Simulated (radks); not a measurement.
Values are calculated unless marked as measured or tabulated.
Question: Excited configurations of the silver ion Ag40+: one electron is placed in a higher orbital outside [He] 2s2 2p2. The ground configuration is [He] 2s2 2p3. Code: a radial shooting solver on a logarithmic mesh with Libxc functionals. Model: scalar-relativistic Kohn-Sham, r2SCAN, spin-polarised, spherical densities, finite nucleus; open shells are filled with parallel spins first (spin-orbit coupling, left out, can overturn this in heavy ions); meta-GGA in the generalised Kohn-Sham scheme; Fermi nuclear charge, rms radius 4.5454 fm. Excitation = E - E(ground); binding = E(ion) - E, where the ion is the core of charge +41; n* = 41/sqrt(2 binding) in atomic units. These energies are relativistic, and a one-electron ion of charge +41 with no core already has n* below n in this formula (scalar-relativistic equation, point nucleus: 3s 2.966, 3p 2.981, 3d 2.993, 4s 3.963, 5p 4.977, 5f 4.994, 7p 6.975, 7d 6.987). The quantum defect is therefore taken as that value minus n*, so that it holds no relativistic shift of the bare ion.

outer orbital  excitation (eV)  binding (eV)     n*  quantum defect  eigenvalue (eV)  <r> (bohr)
3s                      3489.1        2778.9  2.869           0.097          -2752.3      0.3017
3p                      3585.8        2682.1  2.920           0.061          -2652.0      0.2880
3d                      3676.1        2591.8  2.971           0.023          -2552.2      0.2481
4s                      4737.4        1530.5  3.866           0.097          -1516.2      0.5472
5p                      5321.3        946.66  4.915           0.062          -937.47      0.8595
5f                      5351.5        916.40  4.996          -0.002          -905.26      0.7644
7p                      5789.2        478.78  6.912           0.063          -474.37       1.724

Estimate the row for 7d.

Answer: excitation (eV) 5795.7; binding (eV) 472.27; n* 6.959; quantum defect 0.028; eigenvalue (eV) -467.54; <r> (bohr) 1.698. The Delta-SCF ionisation energy is 6267.9 eV (NIST Atomic Spectra Database: 6170 eV, semi-empirical). Self-interaction in the functional shifts the binding energies and quantum defects, so they are the method's values and not measured ones. Open shells are spherical and high-spin; term and fine-structure splittings are not resolved.
